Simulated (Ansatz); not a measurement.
Consider the cleavage of the Si–Si bond: `C=C[SiH2][SiH2]Cl` + HBr → `C=C[SiH2]Br` + `[SiH3]Cl`.

Calculated with Ansatz (gas phase, PBE0-D4/def2-TZVP geometries, no zero-point term in ΔE). CCSD(T)/CBS adds triple-zeta CCSD(T) − MP2 to the extrapolated MP2 energy (def2 sets, frozen cores). This one scheme is used for every species. Functionals use def2-TZVPP. For Br outer-core shells are correlated without core-valence functions, which leaves a few kJ/mol of doubt a bond. Scalar relativity is left out up to krypton. Each species was taken in one conformer, which may not be the lowest.

`C=C[SiH2][SiH2]Cl`:

```xyz
12

C    -1.341    1.525   -1.187
C    -0.560    0.448   -1.151
Si    0.923    0.300   -0.041
Si    0.568   -1.419    1.509
Cl    0.115   -3.137    0.448
H    -2.216    1.580   -1.829
H    -1.138    2.401   -0.578
H    -0.816   -0.400   -1.783
H     2.150   -0.038   -0.815
H     1.136    1.587    0.680
H    -0.583   -1.136    2.405
H     1.762   -1.710    2.343
```

HBr:

```xyz
2

Br   -0.579    0.173   -0.374
H     0.579   -0.173    0.374
```

`C=C[SiH2]Br`:

```xyz
9

C     1.210    0.993    0.205
C    -0.053    0.738   -0.129
Si   -0.703   -0.989   -0.226
Br   -2.335   -1.277    1.264
H     1.909    0.197    0.446
H     1.602    2.004    0.255
H    -0.717    1.570   -0.354
H    -1.297   -1.289   -1.551
H     0.384   -1.946    0.091
```

`[SiH3]Cl`:

Z-matrix (Å, degrees):
```
Si
Cl 1 2.054
H 1 1.481 2 108.5
H 1 1.481 2 108.5 3 -120.0
H 1 1.481 2 108.5 3 120.0
```

CCSD(T)/CBS gives -98.9 kJ/mol.

(1) Another level gave -101.3 kJ/mol. Which?
A. PBE0-D4/def2-TZVPP
B. BHLYP-D4/def2-TZVPP
C. revPBE-D4/def2-TZVPP
D. CAM-B3LYP-D4/def2-TZVPP

Largest T1 diagnostic among the species: 0.011.

Answers

(1) B. BHLYP-D4 -101.3, CAM-B3LYP-D4 -96.1, revPBE-D4 -79.3, PBE0-D4 -87.2 kJ/mol.

In def2-TZVPP, CCSD(T) changes the Hartree–Fock value by +23.3 kJ/mol (the triples alone add +2.7 kJ/mol) and MP2 by +13.0 kJ/mol. From r2SCAN to r2SCAN0 (25 % exact exchange), in def2-TZVPP and without D4, ΔE moves by −4.0 kJ/mol. At CCSD(T), def2-SVP lies +10.0 kJ/mol from the extrapolated value and def2-TZVPP +4.0 kJ/mol.
